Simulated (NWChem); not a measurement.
System: SeCl2, triplet; SMILES of the neutral closed-shell parent Cl[Se]Cl

Parts of the log:

```
             Northwest Computational Chemistry Package (NWChem) 7.3.0
             --------------------------------------------------------

 C2V symmetry detected

                             Geometry "geometry" -> ""
                             -------------------------

 Output coordinates in angstroms (scale by  1.889725989 to convert to a.u.)

  No.       Tag          Charge          X              Y              Z
 ---- ---------------- ---------- -------------- -------------- --------------
    1 Se                  34.0000     0.00000000     0.00000000     0.27600166
    2 Cl                  17.0000    -2.20247171     0.00000000    -0.27600166
    3 Cl                  17.0000     2.20247171     0.00000000    -0.27600166

 Effective nuclear repulsion energy (a.u.)     304.1321197455

      Symmetry information
      --------------------

 Group name             C2v
 Group number             16
 Group order               4
 No. of unique centers     2

  pbe96 is a nonlocal functional; adding pw91lda local functional.

                                 NWChem DFT Module
                                 -----------------

 Summary of "ao basis" -> "ao basis" (spherical)
 ------------------------------------------------------------------------------
       Tag                 Description            Shells   Functions and Types
 ---------------- ------------------------------  ------  ---------------------
 Se                         def2-svp                12       32   5s4p3d
 Cl                         def2-svp                 8       18   4s3p1d

      Symmetry analysis of basis
      --------------------------

        a1         28
        a2          8
        b1         20
        b2         12

            General Information
            -------------------
          SCF calculation type: DFT
          Wavefunction type:  spin polarized.
          No. of atoms     :     3
          No. of electrons :    68
           Alpha electrons :    35
            Beta electrons :    33
          Charge           :     0
          Spin multiplicity:     3
          Use of symmetry is: on ; symmetry adaption is: on
          Maximum number of iterations: 150
          AO basis - number of functions:    68
                     number of shells:    28
          Convergence on energy requested:  1.00D-06
          Convergence on density requested:  1.00D-05
          Convergence on gradient requested:  5.00D-04

              XC Information
              --------------
          PerdewBurkeErnzerhof Exchange Functional  1.000
            Perdew 1991 LDA Correlation Functional  1.000 local
           PerdewBurkeErnz. Correlation Functional  1.000 non-local

             Grid Information
             ----------------
          Grid used for XC integration:  medium
          Radial quadrature: Mura-Knowles
          Angular quadrature: Lebedev.
          Tag              B.-S. Rad. Rad. Pts. Rad. Cut. Ang. Pts.
          ---              ---------- --------- --------- ---------
          Se                  1.15      112           7.0       590
          Cl                  1.00       88          11.0       590
          Grid pruning is: on
          Number of quadrature shells:   200
          Spatial weights used:  Erf1

      Superposition of Atomic Density Guess
      -------------------------------------

 Sum of atomic energies:       -3318.15882364

      Non-variational initial energy
      ------------------------------

 Total energy =   -3318.193632
 1-e energy   =   -5220.788364
 2-e energy   =    1598.462613
 HOMO         =      -0.226789
 LUMO         =      -0.194115

   Symmetry analysis of molecular orbitals - initial alpha
   -------------------------------------------------------

  Numbering of irreducible representations:

     1 a1          2 a2          3 b1          4 b2

  Orbital symmetries:

     1 a1          2 b1          3 a1          4 a1          5 b1
     6 a1          7 b2          8 b1          9 a1         10 a1
    11 b1         12 a1         13 a1         14 b2         15 b1
    16 a2         17 b1         18 a1         19 b2         20 a1
    21 b1         22 a2         23 a1         24 b2         25 a1
    26 b1         27 a1         28 b1         29 a1         30 b2
    31 a2         32 b1         33 a1         34 b2         35 a1
    36 b1         37 a1         38 b1         39 a2         40 a1
    41 b2         42 a1         43 b1         44 a1         45 b2

   Symmetry analysis of molecular orbitals - initial beta
   ------------------------------------------------------

  Numbering of irreducible representations:

     1 a1          2 a2          3 b1          4 b2

  Orbital symmetries:

     1 a1          2 b1          3 a1          4 a1          5 b1
     6 a1          7 b2          8 b1          9 a1         10 a1
    11 b1         12 a1         13 a1         14 b2         15 b1
    16 a2         17 b1         18 a1         19 b2         20 a1
    21 b1         22 a2         23 a1         24 b2         25 a1
    26 b1         27 a1         28 b1         29 a1         30 b2
    31 a2         32 b1         33 a1         34 b2         35 a1
    36 b1         37 a1         38 b1         39 a2         40 a1
    41 b2         42 a1         43 b1         44 a1         45 b2

     ---------------------------------------------
      Total Density - Mulliken Population Analysis
     ---------------------------------------------

    Atom       Charge   Shell Charges
 -----------   ------   -------------------------------------------------------
    1 Se  34    33.17   2.00  2.00  2.00  1.42  0.56  6.00  5.98  1.30  1.83  8.21  1.75  0.13
    2 Cl  17    17.42   2.00  1.99  1.24  0.73  5.94  2.12  3.38  0.01
    3 Cl  17    17.42   2.00  1.99  1.24  0.73  5.94  2.12  3.38  0.01

     --------------------------------------------
      Spin Density - Mulliken Population Analysis
     --------------------------------------------

    Atom       Charge   Shell Charges
 -----------   ------   -------------------------------------------------------
    1 Se  34     1.54   0.00  0.00  0.00  0.02  0.00  0.00  0.00  0.61  0.90  0.00 -0.00  0.00
    2 Cl  17     0.23   0.00  0.00  0.00 -0.00  0.00  0.10  0.12  0.00
    3 Cl  17     0.23   0.00  0.00  0.00 -0.00  0.00  0.10  0.12  0.00

   convergence    iter        energy       DeltaE   RMS-Dens  Diis-err
 ---------------- ----- ----------------- --------- --------- ---------
 d= 0,ls=0.0,diis     1  -3320.5301748985 -3.62D+03  1.30D-02  1.69D-01
                                                     1.80D-02  1.57D-01
 d= 0,ls=0.0,diis     2  -3320.1279477169  4.02D-01  9.05D-03  6.46D-01
                                                     1.55D-02  6.87D-01
 d= 0,ls=0.0,diis     3  -3320.5915629253 -4.64D-01  1.61D-03  4.16D-02
                                                     2.78D-03  4.55D-02
 d= 0,ls=0.0,diis     4  -3320.6126260281 -2.11D-02  4.65D-04  1.34D-03
                                                     5.76D-04  1.24D-03
 d= 0,ls=0.0,diis     5  -3320.6133241243 -6.98D-04  1.06D-04  8.50D-05
                                                     1.36D-04  7.43D-05
  Resetting Diis
 d= 0,ls=0.0,diis     6  -3320.6133613722 -3.72D-05  3.73D-05  1.49D-05
                                                     6.93D-05  1.51D-05
 d= 0,ls=0.0,diis     7  -3320.6133728657 -1.15D-05  1.28D-05  2.28D-07
                                                     2.07D-05  2.42D-07
 d= 0,ls=0.0,diis     8  -3320.6133725406  3.25D-07  9.71D-06  7.54D-07
                                                     1.75D-05  8.36D-07
 d= 0,ls=0.0,diis     9  -3320.6133729203 -3.80D-07  2.92D-06  9.26D-08
                                                     5.58D-06  9.63D-08

         Total DFT energy =    -3320.613372920298
      One electron energy =    -5218.605897761409
           Coulomb energy =     1736.737996083466
    Exchange-Corr. energy =     -142.877590987817
 Nuclear repulsion energy =      304.132119745463

 Numeric. integr. density =       68.000001302547

                  Occupations of the irreducible representations
                  ----------------------------------------------

                     irrep           alpha         beta
                     --------     --------     --------
                     a1               16.0         15.0
                     a2                3.0          3.0
                     b1               10.0         10.0
                     b2                6.0          5.0

                    DFT Final Alpha Molecular Orbital Analysis
                    ------------------------------------------

 Vector   33  Occ=1.000000D+00  E=-2.867061D-01  Symmetry=a1
              MO Center=  1.0D-14, -2.4D-16, -2.1D-01, r^2= 5.7D+00
   Bfn.  Coefficient  Atom+Function         Bfn.  Coefficient  Atom+Function
  ----- ------------  ---------------      ----- ------------  ---------------
    45      0.348230  2 Cl pz                63      0.348230  3 Cl pz
    43      0.301052  2 Cl px                61     -0.301052  3 Cl px
     4     -0.284211  1 Se s                 42      0.257688  2 Cl pz
    60      0.257688  3 Cl pz                40      0.225463  2 Cl px
    58     -0.225463  3 Cl px                 3      0.178655  1 Se s

 Vector   34  Occ=1.000000D+00  E=-2.455920D-01  Symmetry=b2
              MO Center= -3.1D-14,  2.5D-13,  5.8D-03, r^2= 4.0D+00
   Bfn.  Coefficient  Atom+Function         Bfn.  Coefficient  Atom+Function
  ----- ------------  ---------------      ----- ------------  ---------------
    16      0.447053  1 Se py                13      0.440543  1 Se py
    44     -0.365071  2 Cl py                62     -0.365071  3 Cl py
    10     -0.263051  1 Se py                41     -0.262613  2 Cl py
    59     -0.262613  3 Cl py                38     -0.150781  2 Cl py
    56     -0.150781  3 Cl py                 7      0.085102  1 Se py

 Vector   35  Occ=1.000000D+00  E=-2.267826D-01  Symmetry=a1
              MO Center= -4.1D-15, -3.9D-16, -6.4D-02, r^2= 4.0D+00
   Bfn.  Coefficient  Atom+Function         Bfn.  Coefficient  Atom+Function
  ----- ------------  ---------------      ----- ------------  ---------------
    17      0.467992  1 Se pz                14      0.432316  1 Se pz
    43      0.311760  2 Cl px                61     -0.311760  3 Cl px
    11     -0.257779  1 Se pz                45     -0.219993  2 Cl pz
    63     -0.219993  3 Cl pz                40      0.216172  2 Cl px
    58     -0.216172  3 Cl px                 4     -0.197008  1 Se s

 Vector   36  Occ=0.000000D+00  E=-8.572968D-02  Symmetry=b1
              MO Center= -1.5D-14, -3.8D-16,  1.1D-01, r^2= 3.9D+00
   Bfn.  Coefficient  Atom+Function         Bfn.  Coefficient  Atom+Function
  ----- ------------  ---------------      ----- ------------  ---------------
    15      0.765247  1 Se px                12      0.539660  1 Se px
    43      0.463250  2 Cl px                61      0.463250  3 Cl px
     9     -0.309963  1 Se px                40      0.234896  2 Cl px
    58      0.234896  3 Cl px                36      0.221001  2 Cl s
    54     -0.221001  3 Cl s                 45      0.180583  2 Cl pz

 Vector   37  Occ=0.000000D+00  E= 1.727378D-01  Symmetry=a1
              MO Center=  2.3D-14,  1.6D-16,  2.2D-01, r^2= 3.1D+00
   Bfn.  Coefficient  Atom+Function         Bfn.  Coefficient  Atom+Function
  ----- ------------  ---------------      ----- ------------  ---------------
     5     -2.002355  1 Se s                  4      1.910123  1 Se s
     3     -0.489459  1 Se s                 32      0.247582  1 Se d  2
    35      0.169409  2 Cl s                 53      0.169409  3 Cl s
    30     -0.123681  1 Se d  0              43      0.119624  2 Cl px
    61     -0.119624  3 Cl px                36      0.084274  2 Cl s

 Vector   38  Occ=0.000000D+00  E= 3.090313D-01  Symmetry=b1
              MO Center=  1.0D-13, -5.9D-15,  2.7D-01, r^2= 2.7D+00
   Bfn.  Coefficient  Atom+Function         Bfn.  Coefficient  Atom+Function
  ----- ------------  ---------------      ----- ------------  ---------------
    31      0.788018  1 Se d  1              15     -0.594379  1 Se px
    12      0.519915  1 Se px                21     -0.196153  1 Se d  1
    50     -0.163058  2 Cl d  2              68      0.163058  3 Cl d  2
     9     -0.162044  1 Se px                48      0.143297  2 Cl d  0
    66     -0.143297  3 Cl d  0              36     -0.124820  2 Cl s

                     DFT Final Beta Molecular Orbital Analysis
                     -----------------------------------------

 Vector   31  Occ=1.000000D+00  E=-2.893361D-01  Symmetry=a2
              MO Center=  4.8D-15, -6.7D-15, -2.6D-01, r^2= 5.8D+00
   Bfn.  Coefficient  Atom+Function         Bfn.  Coefficient  Atom+Function
  ----- ------------  ---------------      ----- ------------  ---------------
    44      0.463177  2 Cl py                62     -0.463177  3 Cl py
    41      0.336204  2 Cl py                59     -0.336204  3 Cl py
    38      0.197011  2 Cl py                56     -0.197011  3 Cl py
    28     -0.060524  1 Se d -2              18      0.026067  1 Se d -2

 Vector   32  Occ=1.000000D+00  E=-2.887577D-01  Symmetry=b1
              MO Center= -3.3D-14,  6.7D-15, -2.6D-01, r^2= 5.8D+00
   Bfn.  Coefficient  Atom+Function         Bfn.  Coefficient  Atom+Function
  ----- ------------  ---------------      ----- ------------  ---------------
    45      0.436754  2 Cl pz                63     -0.436754  3 Cl pz
    42      0.319111  2 Cl pz                60     -0.319111  3 Cl pz
    39      0.186811  2 Cl pz                57     -0.186811  3 Cl pz
    43     -0.154378  2 Cl px                61     -0.154378  3 Cl px
    40     -0.107032  2 Cl px                58     -0.107032  3 Cl px

 Vector   33  Occ=1.000000D+00  E=-2.769845D-01  Symmetry=a1
              MO Center= -8.0D-15, -3.1D-16, -1.8D-01, r^2= 5.6D+00
   Bfn.  Coefficient  Atom+Function         Bfn.  Coefficient  Atom+Function
  ----- ------------  ---------------      ----- ------------  ---------------
    45     -0.332580  2 Cl pz                63     -0.332580  3 Cl pz
     4      0.322355  1 Se s                 43     -0.315927  2 Cl px
    61      0.315927  3 Cl px                42     -0.244165  2 Cl pz
    60     -0.244165  3 Cl pz                40     -0.233730  2 Cl px
    58      0.233730  3 Cl px                 3     -0.201862  1 Se s

 Vector   34  Occ=0.000000D+00  E=-2.069280D-01  Symmetry=b2
              MO Center= -6.2D-15,  6.7D-15,  1.0D-01, r^2= 3.3D+00
   Bfn.  Coefficient  Atom+Function         Bfn.  Coefficient  Atom+Function
  ----- ------------  ---------------      ----- ------------  ---------------
    16      0.518839  1 Se py                13      0.479469  1 Se py
    44     -0.312294  2 Cl py                62     -0.312294  3 Cl py
    10     -0.291584  1 Se py                41     -0.221580  2 Cl py
    59     -0.221580  3 Cl py                38     -0.126598  2 Cl py
    56     -0.126598  3 Cl py                 7      0.094404  1 Se py

 Vector   35  Occ=0.000000D+00  E=-1.880317D-01  Symmetry=a1
              MO Center=  2.8D-16, -4.0D-16, -1.5D-02, r^2= 3.5D+00
   Bfn.  Coefficient  Atom+Function         Bfn.  Coefficient  Atom+Function
  ----- ------------  ---------------      ----- ------------  ---------------
    17      0.518990  1 Se pz                14      0.454023  1 Se pz
    43      0.293689  2 Cl px                61     -0.293689  3 Cl px
    11     -0.275266  1 Se pz                 4     -0.217367  1 Se s
    40      0.198775  2 Cl px                58     -0.198775  3 Cl px
    45     -0.191516  2 Cl pz                63     -0.191516  3 Cl pz

[...]
```

Level: PBE/def2-SVP, spin-unrestricted. In the optimisation the excess spin sits in a' and a" (Cs, its own frame). All runs use the structure optimised with PBE0/def2-SVP, spin-unrestricted. The spin multiplicity was typed, not searched, and may not be the lowest. No stability test was run on the SCF state.

### Question
Reconstruct the input file.

### Answer
This is not unique; one that fits is the input that was run:
```
start job
memory heap 200 mb stack 900 mb global 1100 mb
geometry units angstroms noautoz
  Se     0.106266     0.033406     0.000000
  Cl    -0.896784    -2.003688     0.000000
  Cl     0.029995     2.302657     0.000000
end
basis spherical
  Se library def2-svp
  Cl library def2-svp
end
dft
  odft
  mult 3
  xc xpbe96 cpbe96
  iterations 150
  mulliken
end
task dft energy
```
